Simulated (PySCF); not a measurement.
C4H8OPSi (doublet state).
SMILES with atom numbers: `[PH2:1][Si:2]1[CH2:3][CH2:4][CH:5]=[CH:6][O:7]1` (hydrogens: H8, H9 on P1; H10, H11 on C3; H12, H13 on C4; H14 on C5; H15 on C6)

Structure used (GFN2-xTB), in Å, numbered top down from 1:
```
atom  x, y, z in Å
P1     2.4304   -1.0846    1.0619
Si2    1.3122    0.0460   -0.5367
C3    -0.3387   -0.8206   -1.0130
C4    -1.3719   -0.4623    0.0589
C5    -1.5158    1.0206    0.2271
C6    -0.4776    1.8443    0.2691
O7     0.8088    1.4477    0.1701
H8     3.0477   -1.9332    0.1583
H9     3.5060   -0.2123    1.0814
H10   -0.2245   -1.9024   -1.0725
H11   -0.6935   -0.4763   -1.9848
H12   -1.0614   -0.9022    1.0145
H13   -2.3412   -0.8962   -0.1985
H14   -2.5078    1.4258    0.3421
H15   -0.5773    2.9137    0.4001
```

The hyperfine couplings belong to this conformer and change with its torsions.

Method used: UKS B3LYP, pcH-1 on C H O P Si, non-relativistic, mean-field spin-orbit, GIAO (PySCF). One conformer (not necessarily the lowest) at the GFN2-xTB geometry, without solvent, vibrations or thermal averaging. The geometry wasn't refined by DFT: couplings that depend on bond lengths, twists or pyramidal angles can differ widely from those at the functional's own minimum, by a factor of two or more for some ions and for spin on atoms past the first row. No stability test was run, so a lower SCF solution isn't excluded.

Problem. The isotropic 13C couplings are +56.7, +7.8, +2.4, -1.2 MHz. Assign them to C3; C4; C5; C6.

Solution. 
| site | a_iso (MHz) | ρ(0) (bohr⁻³) | position | distance from Si2 (Å) | spin population | largest \|T\| (MHz) |
| --- | --- | --- | --- | --- | --- | --- |
| C3 | +56.7 | +0.0504 | 1 bond from Si2 | 1.92 | +0.04 | 12.1 |
| C4 | +7.8 | +0.0069 | 2 bonds from Si2 | 2.80 | +0.01 | 3.7 |
| C5 | +2.4 | +0.0021 | 3 bonds from Si2 | 3.09 | +0.04 | 6.0 |
| C6 | -1.2 | -0.0011 | 2 bonds from Si2 | 2.66 | -0.02 | 4.0 |

ρ(0) is the spin density at the nucleus and T the dipolar tensor; a_iso includes a spin–orbit part; entries for several nuclei are means. The Mulliken spin populations are largest on Si2 (+0.73) and P1 (+0.16). The angles at Si2 add up to 321.0°, so it is pyramidal.

The spin density at the nucleus, in bohr⁻³, is negative for P1 (-0.0124) and C6 (-0.0011), for instance. A restricted open-shell determinant has no negative spin density anywhere; here it arises because α and β orbitals differ (spin polarisation).

Nuclei that the bonding pattern makes equivalent are averaged, as if the motion that swaps them (rotation, inversion, ring flip) were fast. The 1H value of +16.6 MHz is a mean of couplings from 8.9 to 24.3 MHz in this one geometry, not an average over conformers. The 1H value of +9.1 MHz is a mean of couplings from 4.5 to 13.7 MHz in this one geometry, not an average over conformers.

On one thread, Arm Neoverse V1 (aarch64), shared host, this took 79 s of wall time (grids of density and orbitals included) and 1.0 GiB of memory at its peak.
